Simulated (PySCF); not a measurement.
PBE on S (sulfur, neutral), [Ne] 3s1 3p4 3d1, one real determinant (an excited configuration). All numbers are calculated (PySCF 2.14, the non-relativistic Hamiltonian (point nucleus), in aug-cc-pV(Q+d)Z (7s6p5d3f2g, 89 functions)).

```
cycle= 1 E= -397.276632082998  delta_E= -0.00985  |g|= 0.0334  |ddm|= 1.18
cycle= 2 E= -397.27686115927  delta_E= -0.000229  |g|= 0.0121  |ddm|= 0.227
cycle= 3 E= -397.276965850297  delta_E= -0.000105  |g|= 0.00663  |ddm|= 0.0754
cycle= 4 E= -397.276989868197  delta_E= -2.4e-05  |g|= 0.000234  |ddm|= 0.0365
cycle= 5 E= -397.276989907949  delta_E= -3.98e-08  |g|= 1.43e-05  |ddm|= 0.00216
cycle= 6 E= -397.276989908134  delta_E= -1.85e-10  |g|= 1.13e-06  |ddm|= 4.56e-05
converged SCF energy = -397.276989908134  <S^2> = 6.0037279  2S+1 = 5.0014909
```

Highest occupied orbital energy: 0.327 eV; ⟨L²⟩ = 8.02; populations by l: s 5.00, p 10.00, d 1.00, f 0.00.

(1) Can this result be used?

Results:

(1) Not for this state. The run converged. ⟨L²⟩ = 8.02 against 12 for a pure F term, so this real determinant mixes terms. The outer electron is Rydberg-like, and this basis confines it to a smaller radius and binds it less than a complete one would. At PBE the highest occupied level has a positive energy, so only the finite basis holds that electron; for this excited configuration the basis is too tight for the outer shell.
